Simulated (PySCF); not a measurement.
## `N#C[Si@H](C[SiH3])CC(Cl)Cl`: 4 charge schemes on one density

Species: C4H9Cl2NSi2.
Geometry (GFN2-xTB, Å), atoms numbered from 1 in this order:
```
atom  x, y, z in Å
N1     0.0362   -2.9991   -0.5937
C2     0.0171   -1.8682   -0.7742
Si3   -0.0302   -0.0221   -1.0748
C4     1.2246    0.8405    0.0448
Si5    3.0346    0.2979   -0.2222
C6    -1.8484    0.5038   -0.7502
C7    -2.5272   -0.3756    0.2638
Cl8   -1.6120   -0.4035    1.7867
Cl9   -4.1899    0.1888    0.6071
H10    0.2393    0.1512   -2.5084
H11    0.9629    0.6720    1.0896
H12    1.1526    1.9166   -0.1175
H13    3.1494   -1.1397    0.0083
H14    3.8844    1.0402    0.7116
H15    3.4144    0.6205   -1.5993
H16   -2.4258    0.4575   -1.6741
H17   -1.8801    1.5376   -0.4054
H18   -2.6106   -1.4121   -0.0686
```

Density: PBE0/pcSseg-1 (PySCF); schemes: Mulliken, IAO, Hirshfeld and ESP-fitted. Geometry: GFN2-xTB, one conformer, isolated molecule.

Problem. Tabulate the Mulliken, IAO, Hirshfeld and ESP-fitted charges.

Solution. In e:

```json
{"atom": "N1", "environment": "cyano nitrogen", "Mulliken": "-0.197", "IAO": "-0.191", "Hirshfeld": "-0.193", "ESP-fitted": "-0.389"}
{"atom": "C2", "environment": "cyano carbon", "Mulliken": "-0.214", "IAO": "-0.164", "Hirshfeld": "-0.034", "ESP-fitted": "+0.154"}
{"atom": "Si3", "environment": "SiH silicon", "Mulliken": "+0.887", "IAO": "+0.896", "Hirshfeld": "+0.400", "ESP-fitted": "+0.537"}
{"atom": "C4", "environment": "sp3 carbon bound to silicon", "Mulliken": "-0.856", "IAO": "-0.821", "Hirshfeld": "-0.244", "ESP-fitted": "-0.482"}
{"atom": "Si5", "environment": "SiH3 silicon", "Mulliken": "+0.481", "IAO": "+0.609", "Hirshfeld": "+0.322", "ESP-fitted": "+0.402"}
{"atom": "C6", "environment": "sp3 carbon bound to silicon", "Mulliken": "-0.454", "IAO": "-0.539", "Hirshfeld": "-0.168", "ESP-fitted": "-0.337"}
{"atom": "C7", "environment": "CHCl2 carbon", "Mulliken": "-0.251", "IAO": "-0.079", "Hirshfeld": "+0.039", "ESP-fitted": "-0.388"}
{"atom": "Cl8", "environment": "alkyl chlorine", "Mulliken": "-0.059", "IAO": "-0.068", "Hirshfeld": "-0.015", "ESP-fitted": "-0.021"}
{"atom": "Cl9", "environment": "alkyl chlorine", "Mulliken": "-0.059", "IAO": "-0.081", "Hirshfeld": "-0.056", "ESP-fitted": "-0.040"}
{"atom": "H10", "environment": "Si–H hydrogen", "Mulliken": "-0.022", "IAO": "-0.105", "Hirshfeld": "-0.064", "ESP-fitted": "-0.109"}
{"atom": "H11", "environment": "methylene hydrogen", "Mulliken": "+0.199", "IAO": "+0.178", "Hirshfeld": "+0.037", "ESP-fitted": "+0.157"}
{"atom": "H12", "environment": "methylene hydrogen", "Mulliken": "+0.179", "IAO": "+0.169", "Hirshfeld": "+0.049", "ESP-fitted": "+0.144"}
{"atom": "H13", "environment": "Si–H hydrogen", "Mulliken": "-0.048", "IAO": "-0.107", "Hirshfeld": "-0.070", "ESP-fitted": "-0.076"}
{"atom": "H14", "environment": "Si–H hydrogen", "Mulliken": "-0.072", "IAO": "-0.109", "Hirshfeld": "-0.072", "ESP-fitted": "-0.096"}
{"atom": "H15", "environment": "Si–H hydrogen", "Mulliken": "-0.075", "IAO": "-0.119", "Hirshfeld": "-0.077", "ESP-fitted": "-0.105"}
{"atom": "H16", "environment": "methylene hydrogen", "Mulliken": "+0.173", "IAO": "+0.172", "Hirshfeld": "+0.052", "ESP-fitted": "+0.168"}
{"atom": "H17", "environment": "methylene hydrogen", "Mulliken": "+0.168", "IAO": "+0.170", "Hirshfeld": "+0.045", "ESP-fitted": "+0.172"}
{"atom": "H18", "environment": "methine hydrogen", "Mulliken": "+0.220", "IAO": "+0.188", "Hirshfeld": "+0.049", "ESP-fitted": "+0.311"}
```

Mean size of the charges over all atoms: IAO 0.265 e, Mulliken 0.256 e, ESP-fitted 0.227 e, Hirshfeld 0.110 e. Each set sums to the total charge, 0, to within 0.001 e. The IAO scheme projects the occupied orbitals on a minimal set of polarised atomic orbitals and counts the electrons in each atom's part of it.

Lowest charge. All schemes agree: Mulliken C4 (-0.856); IAO C4 (-0.821); Hirshfeld C4 (-0.244); ESP-fitted C4 (-0.482).

Highest charge. All schemes agree: Mulliken Si3 (+0.887); IAO Si3 (+0.896); Hirshfeld Si3 (+0.400); ESP-fitted Si3 (+0.537).

Problem. Sum the charges by element, for elements with more than one atom.

Solution. 
| element | atoms | Mulliken | IAO | Hirshfeld | ESP-fitted |
| --- | --- | --- | --- | --- | --- |
| C | 4 | -1.776 | -1.603 | -0.407 | -1.053 |
| Si | 2 | +1.368 | +1.505 | +0.722 | +0.938 |
| Cl | 2 | -0.118 | -0.149 | -0.071 | -0.061 |
| H | 9 | +0.722 | +0.437 | -0.051 | +0.565 |

Problem. How many electrons does the IAO scheme count on N1?

Solution. Z − q = 7 − (-0.191) = 7.191.

The run behind these numbers computed NMR shieldings as well. On Arm Neoverse N1, one thread, on a shared host, this took 1.9 min of wall time (with the writing of density and orbital grids) and 1.0 GiB of memory at its peak.
